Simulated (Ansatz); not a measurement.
Start from `[OH][Al]([Cl])[Br]` and change one atom or group to get `[OH][Al]([F])[Cl]`.

Ansatz, PBE0-D4/def2-TZVP geometries, multiplicity 1. Each molecule was computed in one conformer, which needn't be the lowest.

Scalar relativity is left out up to krypton. Spin–orbit coupling is left out; it splits and shifts lone-pair levels of the heavy atoms by tenths of an eV.

| property | `[OH][Al]([Cl])[Br]` |
| --- | --- |
| LUMO energy (PBE0/def2-TZVPP) / eV | -1.07 |
| HOMO energy (PBE/def2-TZVPP) / eV | -7.49 |
| HOMO–LUMO gap (PBE0/def2-TZVPP) / eV | 7.77 |
| HOMO–LUMO gap (B3LYP/def2-TZVPP) / eV | 7.19 |
| HOMO energy (B3LYP/def2-TZVPP) / eV | -8.54 |
| size of the dipole moment (ωB97M-V/def2-TZVPP) / D | 1.62 |

Task: Give the same properties after the change, and the shifts. (Estimate.)

Result: The calculation gave: 
```tsv
property	`[OH][Al]([F])[Cl]`	shift
LUMO energy (PBE0/def2-TZVPP) / eV	-1.02	0.05
HOMO energy (PBE/def2-TZVPP) / eV	-8.05	-0.56
HOMO–LUMO gap (PBE0/def2-TZVPP) / eV	8.55	0.78
HOMO–LUMO gap (B3LYP/def2-TZVPP) / eV	7.91	0.72
HOMO energy (B3LYP/def2-TZVPP) / eV	-9.27	-0.73
size of the dipole moment (ωB97M-V/def2-TZVPP) / D	1.97	0.35
```

With PBE0 the HOMO falls by 0.74 eV and the LUMO rises by 0.05 eV, so the gap widens by about 0.79 eV. PBE moves the HOMO by -0.56 eV and ωB97M-V by -0.82 eV. Dipoles are sizes alone; their direction can turn.

B3LYP here is the variant with VWN-RPA as its local correlation; programs differ in this.
